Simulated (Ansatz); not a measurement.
Ga6N7H24⁺, a cluster cut from zinc blende GaN (hydrogen-capped), relaxed as a singlet with RKS PBE-D4/def2-SVP in Ansatz, starting from the GFN2-xTB geometry. Force threshold 0.03 eV/Å.

Single mean-field runs in def2-SVP are fitted with def2-universal-jkfit.

Start:

| atom | x (Å) | y (Å) | z (Å) |
| --- | --- | --- | --- |
| Ga1 | 2.316 | -1.235 | -2.848 |
| Ga2 | -0.079 | -1.734 | 3.461 |
| Ga3 | 0.989 | -1.552 | 0.248 |
| Ga4 | -1.330 | 1.227 | -0.404 |
| Ga5 | -0.034 | 1.626 | -3.519 |
| Ga6 | -2.442 | 1.117 | 2.798 |
| N7 | 2.398 | -0.710 | -0.841 |
| N8 | 0.740 | -0.250 | -3.685 |
| N9 | 1.283 | -0.948 | 2.102 |
| N10 | -1.866 | -0.800 | 3.173 |
| N11 | 0.009 | 2.159 | -1.512 |
| N12 | -1.107 | 1.923 | 1.426 |
| N13 | -0.746 | -0.704 | -0.341 |
| H14 | 3.617 | -0.620 | -3.399 |
| H15 | 1.925 | -2.731 | -2.839 |
| H16 | 0.500 | -1.266 | 4.811 |
| H17 | -0.283 | -3.194 | 2.994 |
| H18 | 0.876 | -3.062 | 0.088 |
| H19 | -2.752 | 1.292 | -0.945 |
| H20 | 0.966 | 2.618 | -4.144 |
| H21 | -1.540 | 1.497 | -3.848 |
| H22 | -2.165 | 1.963 | 4.056 |
| H23 | -3.775 | 1.016 | 2.021 |
| H24 | 3.298 | -1.124 | -0.572 |
| H25 | 2.539 | 0.299 | -0.734 |
| H26 | 1.075 | -0.202 | -4.656 |
| H27 | -0.047 | -0.908 | -3.741 |
| H28 | 2.153 | -1.375 | 2.441 |
| H29 | 1.413 | 0.056 | 2.260 |
| H30 | -2.456 | -1.421 | 2.606 |
| H31 | -2.257 | -0.904 | 4.119 |
| H32 | 0.974 | 2.185 | -1.167 |
| H33 | -0.266 | 3.147 | -1.574 |
| H34 | -0.158 | 1.939 | 1.812 |
| H35 | -1.401 | 2.907 | 1.429 |
| H36 | -0.899 | -1.057 | -1.294 |
| H37 | -1.470 | -1.175 | 0.216 |

(1) Estimate the energy that the relaxation releases and the steps that it takes.

(2) Does the start keep its bonding and symmetry?

(3) Predict the relaxed structure.

Results:

(1) 19.8 kJ/mol, in 10 steps; 23 s on 2 threads of AMD EPYC 7R13 on a shared host and a share (18 GiB) of an NVIDIA H100 80GB HBM3. The force fell under the threshold at step 6, but the optimiser went on and released 0.004 eV more. No frequencies were taken in this run, so the end may be a saddle point.

(2) By distances, no bond broke or formed. The bond that changes most is Ga4–H19, from 1.52 to 1.56 Å (atoms count from 1). Point group C2v at the start, C2v at the end, both within 0.05 Å.

(3) 
```xyz
37

Ga    2.3290   -1.1555   -2.9232
Ga   -0.1082   -1.6553    3.5440
Ga    0.9702   -1.5242    0.2474
Ga   -1.3066    1.1980   -0.4016
Ga    0.0820    1.6236   -3.5654
Ga   -2.3976    1.0894    2.9005
N     2.3079   -0.6277   -0.9042
N     0.6401   -0.3275   -3.6966
N     1.1712   -0.8577    2.1008
N    -1.9373   -0.8805    3.1073
N     0.0881    2.0465   -1.5220
N    -1.0599    1.8037    1.4671
N    -0.7867   -0.7474   -0.3587
H     3.5312   -0.3418   -3.5246
H     2.0947   -2.7120   -2.8605
H     0.3473   -0.9747    4.8851
H    -0.1445   -3.1792    3.1471
H     1.0104   -3.0799    0.1440
H    -2.7537    1.4213   -0.9397
H     1.2819    2.4619   -4.1374
H    -1.4530    1.6921   -3.9120
H    -1.9452    1.7874    4.2337
H    -3.7730    1.1676    2.1367
H     3.2354   -0.9754   -0.6075
H     2.3869    0.3924   -0.7891
H     0.8378   -0.4021   -4.7110
H    -0.1704   -0.9563   -3.5859
H     2.0825   -1.2058    2.4435
H     1.2518    0.1637    2.2030
H    -2.4295   -1.4553    2.4059
H    -2.4533   -1.1072    3.9768
H     1.0446    2.0119   -1.1421
H    -0.1258    3.0580   -1.5403
H    -0.0930    1.7744    1.8202
H    -1.2898    2.8118    1.4821
H    -0.9471   -1.1098   -1.3120
H    -1.5181   -1.2285    0.1886
```
Bond lengths (bridged metal pairs left out): 14 × Ga–N 1.98 to 2.09 Å; 14 × H–N 1.03 to 1.04 Å; 10 × Ga–H 1.56 to 1.58 Å.
